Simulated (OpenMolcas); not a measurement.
**OpenMolcas run: Nb3+**

Nb3+ among 6 point charges of -1.5 e arranged as an octahedron (Oh), 2.18 Å from the ion. With inversion symmetry the input lists one of each pair of outer charges.

Input:

```
&GATEWAY
Coord
1

Nb 0.0 0.0 0.0
Basis=ANO-RCC-VDZP
Group=XYZ
NoMove
AngMom=0.0 0.0 0.0
AMFI
XField
3 Angstrom 0
2.180000 0.000000 0.000000 -1.500000
0.000000 2.180000 0.000000 -1.500000
0.000000 0.000000 2.180000 -1.500000
&SEWARD
&RASSCF
FileOrb=start.orb
Symmetry=1
Spin=3
nActEl=2 0 0
Inactive=9 9
Ras2=5 0
CIRoot=10 10 1
SDav=10
CIMx=300
Iter=120 100
PrWF=0.3
OrbListing=Nothing
MaxOrb=0
>>> COPY $Project.JobIph JOB001
&RASSCF
FileOrb=start.orb
Symmetry=1
Spin=1
nActEl=2 0 0
Inactive=9 9
Ras2=5 0
CIRoot=15 15 1
SDav=15
CIMx=300
Iter=120 100
PrWF=0.3
OrbListing=Nothing
MaxOrb=0
>>> COPY $Project.JobIph JOB002
&RASSI
NrOfJobIphs=2 10 15
1 2 3 4 5 6 7 8 9 10
1 2 3 4 5 6 7 8 9 10 11 12 13 14 15
IphNames
JOB001
JOB002
EJob
SpinOrbit
DIPRint=1.0
SOCoupling=1000.0
Subsets=2
Property=9
'ANGMOM' 1 'ANGMOM' 2 'ANGMOM' 3 'MLTPL  1' 1 'MLTPL  1' 2 'MLTPL  1' 3
'AMFI' 1 'AMFI' 2 'AMFI' 3
SOProperty=3
'ANGMOM' 1 'ANGMOM' 2 'ANGMOM' 3
```

Launched by
```bash
OMP_NUM_THREADS=1 MOLCAS_MEM=1689 MOLCAS_PROJECT=a pymolcas a.inp > a.log  # once for each step of the input, in one work folder
```

A driver script runs the steps one by one and writes start.orb anew before each from the orbitals found so far.

Output, cut to the results:

```
--- SEWARD ---
Basis set label: NB.ANO-RCC...6S5P3D1F.

      Electronic valence basis set:
      ------------------
      Associated Effective Charge  41.000000 au
      Associated Actual Charge     41.000000 au
      Nuclear Model: Point charge

      Shell  nPrim  nBasis  Cartesian Spherical Contaminant
         s      21       6        X
         p      18       5        X
         d      13       3                 X
         f       6       1                 X
                  Relativistic Douglas-Kroll-Hess integrals:
                    - DKH order of Hamiltonian: 2
                    - DKH order of Properties : 0
                  Atomic mean-field integrals
--- RASSCF ---
Wave function specifications:
      -----------------------------

      Number of closed shell electrons          36
      Number of electrons in active shells       2
      Max number of holes in RAS1 space          0
      Max nr of electrons in RAS3 space          0
      Number of inactive orbitals               18
      Number of active orbitals                  5
      Number of secondary orbitals              20
      Spin quantum number                      1.0
      State symmetry                             1
Orbital specifications:
      -----------------------

      Symmetry species                           1   2
                                                ag  au
      Frozen orbitals                            0   0
      Inactive orbitals                          9   9
      Active orbitals                            5   0
      RAS1 orbitals                              0   0
      RAS2 orbitals                              5   0
      RAS3 orbitals                              0   0
      Secondary orbitals                         7  13
      Deleted orbitals                           0   0
      Number of basis functions                 21  22
      Number of CSFs                            10
      Number of root(s) required                10
      Iter CI   SX   CI       RASSCF       Energy    max ROT     max BLB   max BLB  Level Ln srch  Step   QN
          iter iter root      energy       change     param      element    value   shift minimum  type update
 Nr of preliminary CI iterations:   1
      Total energies have been shifted. Add                -3000.00 au
        1   1    5    0  -821.65646499    0.00E+00   1.66E-01*   7  13 2 -1.83E-01*  0.57   0.00    SX    NO
        2   1    5    0  -821.74056845   -8.41E-02*  5.67E-02   14  21 1  2.85E-02*  0.62   0.00    SX    NO
        3   1    5    0  -821.74740373   -6.84E-03*  2.41E-02    9  15 2  1.29E-02*  0.64   0.00    SX    NO
        4   1    5    0  -821.74862424   -1.22E-03*  1.04E-02    9  15 2  6.57E-03*  0.64   0.00    SX    NO
        5   1    5    0  -821.74886864   -2.44E-04*  8.34E-03    9  15 2  3.01E-03*  0.64   1.82    LS   YES
        6   1    4    0  -821.74893133   -6.27E-05*  4.93E-04    7  10 2 -8.02E-04*  0.65   1.03    QN   YES
        7   1    4    0  -821.74893231   -9.76E-07*  2.85E-04    9  12 2 -2.78E-04*  0.65   1.58    LS   YES
        8   1    4    0  -821.74893246   -1.52E-07*  1.91E-04    8  14 1 -1.01E-04*  0.65   1.00    QN   YES
        9   1    4    0  -821.74893251   -4.55E-08*  5.23E-05    7  10 2  2.96E-05   0.65   1.30    QN   YES
       10   1    3    0  -821.74893251   -4.84E-09  -1.07E-05    7  10 2  9.71E-06   0.65   1.13    QN   YES
      Convergence after 10 iterations
       11   1    3    0  -821.74893251   -2.37E-10  -1.07E-05    8  14 2  3.18E-06   0.65   1.13    QN   YES
      Natural orbitals and occupation numbers for root  1
      sym 1:   0.060370   0.939630   0.000000   0.939630   0.060370
      Natural orbitals and occupation numbers for root  2
      sym 1:   0.954110   0.954110   0.045890   0.045890   0.000000
      Natural orbitals and occupation numbers for root  3
      sym 1:   0.954110   0.045890   0.000000   0.954110   0.045890
::    RASSCF root number  1 Total energy:  -3821.79392444
::    RASSCF root number  2 Total energy:  -3821.79392444
::    RASSCF root number  3 Total energy:  -3821.79392444
::    RASSCF root number  4 Total energy:  -3821.75576280
::    RASSCF root number  5 Total energy:  -3821.75576280
::    RASSCF root number  6 Total energy:  -3821.75576280
::    RASSCF root number  7 Total energy:  -3821.71147478
::    RASSCF root number  8 Total energy:  -3821.70959621
::    RASSCF root number  9 Total energy:  -3821.70959621
...
--- RASSI ---
SPIN-FREE ENERGIES:
  (Shifted by EMIN (a.u.) =      -3821.7939244376)

 SF State       Relative EMIN(au)   Rel lowest level(eV)    D:o, cm**(-1)      L_eff

     1             0.0000000000        0.0000000000              0.0000         2.9
     2             0.0000000000        0.0000000000              0.0000         2.9
     3             0.0000000000        0.0000000000              0.0000         2.9
     4             0.0381616342        1.0384309689           8375.5106         3.0
     5             0.0381616342        1.0384309689           8375.5106         3.0
     6             0.0381616342        1.0384309689           8375.5106         3.0
    11             0.0478512528        1.3020989230          10502.1361         2.8
    12             0.0478512528        1.3020989230          10502.1361         2.8
    13             0.0478512528        1.3020989230          10502.1361         2.8
    14             0.0492646408        1.3405591697          10812.3389         3.0
    15             0.0492646408        1.3405591697          10812.3389         3.0
     7             0.0824496618        2.2435695926          18095.6091         3.0
     9             0.0843282312        2.2946880711          18507.9075         1.1
    10             0.0843282312        2.2946880711          18507.9075         1.1
     8             0.0843282312        2.2946880711          18507.9075         1.1
    16             0.0942721915        2.5652770146          20690.3545         3.6
    17             0.0953440487        2.5944437356          20925.5999         3.4
    18             0.0953440487        2.5944437356          20925.5999         3.4
    19             0.0953440487        2.5944437356          20925.5999         3.4
    20             0.1059746957        2.8837183773          23258.7573         4.0
    21             0.1059746957        2.8837183773          23258.7573         4.0
...
```

Spin-orbit levels above the lowest (labels of O, the rotations of Oh):

| E (cm-1) | Degeneracy | Label | 2S+1 |
| --- | --- | --- | --- |
| 0.0 | 2 | E | 3 |
| 82.2 | 3 | T2 | 3 |
| 970.2 | 3 | T1 | 3 |
| 1428 | 1 | A1 | 3 |
| 8536 | 3 | T2 | 3 |
| 8670 | 1 | A2 | 3 |
| 9157 | 3 | T1 | 3 |
| 9217 | 2 | E | 3 |
| 11308 | 3 | T2 | 1 |
| 11357 | 2 | E | 1 |
| 18401 | 1 | A1 | 3 |
| 18636 | 3 | T2 | 3 |
| 18827 | 3 | T1 | 3 |
| 19385 | 3 | T2 | 3 |
| 19448 | 2 | E | 3 |
| 21393 | 1 | A1 | 1 |
| 21739 | 3 | T2 | 1 |
| 23878 | 3 | T1 | 1 |
| 31662 | 2 | E | 1 |
| 49048 | 1 | A1 | 1 |

An orbital triplet at a regular site is open to Jahn-Teller coupling, which can distort the site and quench the lowest spin-orbit gaps and is left out. Without dynamic correlation the repulsion within the d shell is too large (B by tens of per cent), so at a given field states of lower spin stand too high. This field is weak: 10Dq is about 9974 cm-1, while octahedral complexes of 4d ions of charge 3 and more, computed by the same method with explicit ligands, had a median near 25000 cm-1. Ground spin and moment need not be those of a real site. This is an electrostatic model: the charges have no orbitals. No measured value stands beside these numbers.
